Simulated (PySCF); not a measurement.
Levels of Cs from EOM-EA-GCCSD

Reference: closed-shell Cs⁺, [Xe]; one electron is added. Calculated with PySCF 2.14, two-component X2C-1e with screened spin-orbit coupling, x2c-TZVPPall-2c with one added diffuse shell each of s, p, d type (12s12p10d2f1g, 121 functions); frozen [Ar] 3d10; the 22 highest virtual spinors dropped; of the others 108 kept and the rest restored at second order. No Breit or QED terms. Binding energies in eV.

```json
{"level": "6s1/2", "Koopmans": "3.463", "second order": "3.861", "EOM-CCSD": "3.836", "NIST": "3.894"}
{"level": "6p1/2", "Koopmans": "2.330", "second order": "2.485", "EOM-CCSD": "2.480", "NIST": "2.508"}
{"level": "6p3/2", "Koopmans": "2.279", "second order": "2.419", "EOM-CCSD": "2.414", "NIST": "2.439"}
{"level": "5d5/2", "Koopmans": "1.747", "second order": "1.964", "EOM-CCSD": "1.964", "NIST": "2.084"}
{"level": "5d3/2", "Koopmans": "1.745", "second order": "1.971", "EOM-CCSD": "1.976", "NIST": "2.096"}
{"level": "7s1/2", "Koopmans": "1.460", "second order": "1.574", "EOM-CCSD": "1.558", "NIST": "1.596"}
{"level": "7p1/2", "Koopmans": "1.111", "second order": "1.172", "EOM-CCSD": "1.167", "NIST": "1.195"}
{"level": "7p3/2", "Koopmans": "1.086", "second order": "1.144", "EOM-CCSD": "1.140", "NIST": "1.173"}
{"level": "6d3/2", "Koopmans": "0.962", "second order": "1.040", "EOM-CCSD": "1.035", "NIST": "1.093"}
```

Electric-dipole lines between these computed levels:

| lower | upper | ΔE (eV) | vacuum wavelength (nm) |
| --- | --- | --- | --- |
| 6s1/2 | 6p1/2 | 1.357 | 913.9 |
| 6s1/2 | 6p3/2 | 1.423 | 871.5 |
| 6s1/2 | 7p1/2 | 2.669 | 464.4 |
| 6s1/2 | 7p3/2 | 2.696 | 459.9 |
| 6p1/2 | 5d3/2 | 0.504 | 2459 |
| 6p1/2 | 7s1/2 | 0.922 | 1345 |
| 6p1/2 | 6d3/2 | 1.445 | 858.3 |
| 6p3/2 | 5d5/2 | 0.450 | 2756 |
| 6p3/2 | 5d3/2 | 0.438 | 2830 |
| 6p3/2 | 7s1/2 | 0.856 | 1449 |
| 6p3/2 | 6d3/2 | 1.379 | 899.4 |
| 5d5/2 | 7p3/2 | 0.823 | 1506 |
| 5d3/2 | 7p1/2 | 0.809 | 1533 |
| 5d3/2 | 7p3/2 | 0.835 | 1484 |

The highest levels are limited by the diffuse functions of the basis.
